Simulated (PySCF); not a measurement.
Compound: C4H6FNPSi (charge +1).
Numbering: `[N:1]#[C:2][CH2:3][P@H+:4]1[C:5]([F:6])=[C:7]1[SiH3:8]`

Probes without a nucleus sit at each ring's centroid and 1 Å off its mean plane on both sides; NICS is minus the shielding there, NICSzz its component along the normal. Level: GIAO PBE0/pcSseg-1 (PySCF, non-relativistic, gas phase) on the GFN2-xTB geometry, one conformer.

Ring bond lengths (Å), with Mayer bond orders in brackets: P4–C5 1.995 (0.67), C5–C7 1.263 (1.89), C7–P4 2.000 (0.69).

Q: Give the NICS values of each ring in ppm.

A: 
```tsv
ring	type	NICS(0)	NICS(1), two faces	NICS(1)zz, two faces	rms pucker (Å)	centre to ring atoms, mean (Å)
P4–C5–C7	3-membered ring with P; formal bonds 1 double, 2 single	-42.3	-11.2 / -9.9	-21.3 / -17.3	0.00	1.02
```

Q: What do they say, and how far can they be read as aromaticity?

A: 
- P4–C5–C7: mean NICS(1)zz -19.3 ppm, shielded. P4 has four or more neighbours; no verdict on aromaticity is drawn. The two faces differ by 4.0 ppm, so no symmetry operation interchanges them. NICS(0) lies 32 ppm below the mean NICS(1).

Q: At the second NICS(1) probe listed for ring P4–C5–C7, 1 Å off the ring, what do the in-plane components average?

A: The isotropic value is a third of the trace: (3 × -9.9 − (-17.3))/2 = -6.2 ppm.

Q: Give the inner angles of the rings and the Hirshfeld charges of the ring atoms.

A: 
- P4–C5–C7: P4 36.8° (+0.353 e), C5 71.8° (+0.164 e), C7 71.4° (-0.066 e); sum 180.0° against 180° for a flat convex ring.

The values belong to the conformer `[N:1]#[C:2][CH2:3][P@H+:4]1[C:5]([F:6])=[C:7]1[SiH3:8]`: C2–C3–P4–C5 -65°.
